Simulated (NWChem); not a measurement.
# BHClF; SMILES FBCl

Results from NWChem. Pople sets run with spherical d functions. B3LYP is NWChem's, with the RPA form of VWN correlation. Each level has its own optimisation; frequencies are unscaled.

For level B3LYP/3-21G:

```yaml
highest harmonic frequency (cm⁻¹): 2796
dipole (D): 1.18
```

**Question.** How do the values read with level B3LYP/6-31G* instead?

**Answer.** The highest harmonic frequency (cm⁻¹) is 2740 and the dipole (D) comes out as 0.78.
